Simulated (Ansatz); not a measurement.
Isolated molecules relaxed with PBE0-D4/def2-TZVP in Ansatz; ΔE leaves out vibrations. CBS: MP2 limit from def2 TZ/QZ plus the TZ coupled-cluster correction, frozen cores. This one scheme is used for every species. Functionals use def2-TZVPP. HSE06 is defined as in plane-wave codes. For Ge, Se outer-core shells are correlated without core-valence functions, which leaves a few kJ/mol of doubt a bond. Scalar relativity is left out up to krypton. One conformer a species, not always the lowest.

Reaction (redistribution): `C[O][Ge]([O]C)([O]C)[Se]C` + `OBF` → `C[Se]BF` + `C[O][Ge]([OH])([O]C)[O]C`

Task: Is it downhill or uphill in electronic energy at CCSD(T)/CBS, and by how much? (Best estimate.)

Result: The calculation gave: Uphill: ΔE = +24.9 kcal/mol.

Task: What do these levels give: PBE0-D4, ωB97M-V, HSE06, CCSD/def2-SVP, MP2/def2-TZVPP, HF/def2-QZVPP? (An estimate is asked.)

Result: The calculation gave: PBE0-D4 26.0, ωB97M-V 25.9, HSE06 24.3, CCSD/def2-SVP 27.3, MP2/def2-TZVPP 25.3, HF/def2-QZVPP 23.3 kcal/mol.

Largest T1 diagnostic among the species: 0.013.

The D4 term adds +2.7 kcal/mol with B3LYP and +1.7 kcal/mol with PBE0; it sums over pairs of atoms, weighted by their polarisabilities, and B3LYP, whose exchange is more repulsive, gets the larger term. In def2-TZVPP, CCSD(T) changes the Hartree–Fock value by +0.8 kcal/mol (the triples alone add +0.2 kcal/mol) and MP2 by +1.7 kcal/mol.

B3LYP here is the variant with VWN-RPA as its local correlation; programs differ in this.
